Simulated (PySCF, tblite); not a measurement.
Rigid-rotor lines calculated for a species of formula C3H7NSSi2 (commonest isotopes; CAM-B3LYP/def2-SVPD in PySCF (dipole) on a GFN2-xTB geometry, gas phase), labelled J(Ka,Kc):

```csv
transition,MHz
"2(1,1) ← 1(1,0)",4064.0
"1(1,1) ← 0(0,0)",3470.8
"2(1,2) ← 1(1,1)",3503.4
"2(0,2) ← 1(0,1)",3749.6
"1(0,1) ← 0(0,0)",1891.8
```

**Question.** Find the rotational constants.

**Answer.** 1(0,1) ← 0(0,0) is B + C, 2(1,1) ← 1(1,0) is 3B + C and 2(1,2) ← 1(1,1) is B + 3C, so B − C is half the difference of the last two, 280.3 MHz. 1(1,1) ← 0(0,0) is A + C. A = 2665.0, B = 1086.1, C = 805.8 MHz.

**Question.** What moments of inertia, asymmetry and inertial defect follow?

**Answer.** I = 505379 MHz·u·Å² over each constant: Ia = 189.63, Ib = 465.33, Ic = 627.20 u·Å²; κ = (2B − A − C)/(A − C) = -0.698 (asymmetric top); Δ = Ic − Ia − Ib = -27.76 u·Å².

**Question.** Which dipole components do these lines need?

**Answer.** μa and μb (a-type: ΔKa even, ΔKc odd; b-type: both odd). The calculation gives |μa| = 2.63 D, |μb| = 1.27 D, |μc| = 0.85 D.

**Question.** Predict further lines from these constants: 2(2,1) ← 2(1,2); 2(1,2) ← 2(0,2); 2(2,0) ← 2(1,1); 2(2,1) ← 1(1,0); 2(2,0) ← 1(1,1); 2(2,0) ← 1(1,0); 2(1,1) ← 1(0,1); 2(2,1) ← 1(1,1); 2(0,2) ← 1(1,1); 2(1,2) ← 1(0,1).

**Answer.** 
```tsv
transition	MHz	type	branch
2(1,2) ← 2(0,2)	1333	c	Q
2(0,2) ← 1(1,1)	2171	b	R
2(2,0) ← 2(1,1)	4771	b	Q
2(1,2) ← 1(0,1)	5082	b	R
2(2,1) ← 2(1,2)	5578	b	Q
2(1,1) ← 1(0,1)	5923	c	R
2(2,1) ← 1(1,0)	8801	b	R
2(2,0) ← 1(1,0)	8835	c	R
2(2,1) ← 1(1,1)	9081	c	R
2(2,0) ← 1(1,1)	9115	b	R
```

**Question.** Which structure gave them?

**Answer.** `N#C[C@H]1C[SiH2]S[SiH2]1`, point group C1. Three constants can't fix a structure by themselves; this is the one that was computed:
```
atom  x, y, z in Å
N1    -2.391   -2.294    0.109
C2    -1.589   -1.503    0.312
C3    -0.590   -0.501    0.520
C4     0.701   -0.853   -0.233
Si5    1.911    0.622   -0.222
S6     0.571    2.319   -0.268
Si7   -1.256    1.214   -0.047
H8    -0.386   -0.454    1.596
H9     1.159   -1.743    0.204
H10    0.450   -1.111   -1.265
H11    2.669    0.696    1.022
H12    2.741    0.667   -1.416
H13   -2.061    1.826    0.998
H14   -1.930    1.113   -1.334
```

The values belong to one conformer (point group C1) with, in the numbering `[N:1]#[C:2][C@H:3]1[CH2:4][SiH2:5][S:6][SiH2:7]1`, C2–C3–C4–Si5 170°, C3–C4–Si5–S6 -33°, C4–Si5–S6–Si7 7°, Si5–S6–Si7–C3 14°. Its GFN2-xTB frequencies are all real (lowest 56 cm⁻¹). No vibrational averaging or centrifugal distortion is included, and the geometry carries the error of its method. Quadrupole hyperfine structure (14N) is left out.

Hardware: Arm Neoverse N1, one thread, shared host. Cost: 86 s, 0.97 GiB resident at most. This is the CAM-B3LYP/def2-SVPD job that gave the dipole, with the excitations it also computed.
